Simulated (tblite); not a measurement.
C6H15NSi.
Cartesian coordinates in Å at the GFN2-xTB level; atoms count from 1:
```xyz
23
C6H15NSi angstrom
C      3.4106    0.1040   -0.0386
C      2.0257   -0.5284    0.0420
C      0.9320    0.4603   -0.3570
C     -0.4718   -0.1437   -0.3580
C     -0.9371   -0.5895    1.0312
N     -2.3685   -0.7961    0.9425
Si    -3.1674    0.1913   -0.2084
C     -1.5177    0.8439   -0.8844
H      3.4743    0.9654    0.6233
H      3.6214    0.4364   -1.0529
H      4.1766   -0.6109    0.2541
H      1.9849   -1.3978   -0.6184
H      1.8504   -0.8760    1.0617
H      0.9539    1.3147    0.3251
H      1.1464    0.8361   -1.3610
H     -0.4800   -1.0270   -1.0055
H     -0.4513   -1.5232    1.3317
H     -0.6845    0.1809    1.7751
H     -2.7860   -1.2016    1.7628
H     -3.9370   -0.6423   -1.1348
H     -4.0029    1.2722    0.3323
H     -1.4654    0.9203   -1.9679
H     -1.3112    1.8379   -0.4847
```

Calculated harmonic vibrations of the isolated species, GFN2-xTB (tblite), most abundant isotopes, no scaling. Errors from tens to a few hundred cm⁻¹ against measured bands are possible. Modes of hydrogen on silicon can be 10 to 20 % off. One conformer, not necessarily the lowest.

Harmonic wavenumbers (cm⁻¹): 65.9, 76.5, 110.2, 144.3, 180.6, 237.0, 292.4, 339.1, 368.7, 436.7, 457.0, 499.6, 533.2, 574.4, 673.3, 775.5, 784.7, 801.0, 810.2, 857.0, 877.8, 913.2, 948.9, 981.7, 1049.8, 1075.6, 1100.3, 1107.2, 1130.7, 1144.5, 1157.3, 1212.8, 1223.6, 1233.4, 1259.1, 1285.9, 1291.1, 1327.2, 1331.0, 1367.4, 1373.1, 1415.9, 1492.1, 1494.8, 1498.7, 1505.2, 1505.7, 1508.2, 2194.4, 2245.1, 2847.8, 2928.2, 2935.0, 2952.6, 2968.4, 2972.0, 2977.0, 2988.8, 3015.8, 3027.5, 3029.5, 3035.0, 3483.9.

A = 4810, B = 758.5, C = 685.9 MHz; mass 129.097 u (most abundant isotopes); point group C1, symmetry number 1.

Question: What is the zero-point energy?

Answer: ½Σν̃ = 43715 cm⁻¹ = 522.95 kJ/mol.

Question: Entropy at 298.15 K, 1 bar (ideal gas, RRHO, classical rotation)?

Answer: Translation 169.47, rotation 122.35, vibration 117.91: S = 409.7 J/(mol K).

Question: And Cp and H(298.15 K) − H(0)?

Answer: Cp = 169.13 J/(mol K), of which vibrations give 135.87 (their classical limit is 63 R = 523.8); H(298.15 K) − H(0) = 29.23 kJ/mol without the zero-point energy, 19.31 from vibrations.

Question: How do the functions run with temperature in this model?

Answer: 
```
T (K)  S (J/(mol K))  Cp (J/(mol K))  H − H(0) (kJ/mol)  G − H(0) (kJ/mol)  ln q(vib)
  100          286.6            76.3               5.27             -23.39       1.40
  200          352.8           120.2              15.07             -55.49       3.87
  300          410.8           170.1              29.54             -93.70       6.44
  500          521.1           266.4              73.56            -187.00      11.81
  800          669.3           363.5             169.30            -366.16      20.00
 1000          755.3           406.3             246.50            -508.78      25.25
```

q(vib) and H(0) count from the zero-point level.

Question: Blend soft modes into free rotors: weight 1/[1 + (100 cm⁻¹/ν̃)⁴] for the oscillator and the rest for a rotor with moment μB/(μ + B), μ = h/(8π²ν), B = 10⁻⁴⁴ kg m². What vibrational entropy results?

Answer: 110.72 J/(mol K) in place of 117.91, which changes −T·S at 298.15 K by +2.14 kJ/mol.

Question: What must be added to the electronic energy to get the Gibbs energy at 298.15 K and 1 bar?

Answer: ZPE + [H(298.15 K) − H(0)] − T·S = 522.95 + 29.23 − 122.16 = 430.02 kJ/mol.

Question: Which modes carry the vibrational entropy at 298.15 K?

Answer: 65.9 cm⁻¹: 17.87; 76.5 cm⁻¹: 16.65; 110.2 cm⁻¹: 13.66; 144.3 cm⁻¹: 11.49; 180.6 cm⁻¹: 9.72; 237.0 cm⁻¹: 7.64 J/(mol K); the other 57 give 40.89 together.

Hindered rotation and anharmonicity are outside this model. Other conformers, if any are populated, would add a mixing term that is left out. The structure is chiral; the term R ln 2 for an equal mix with its mirror image is left out.
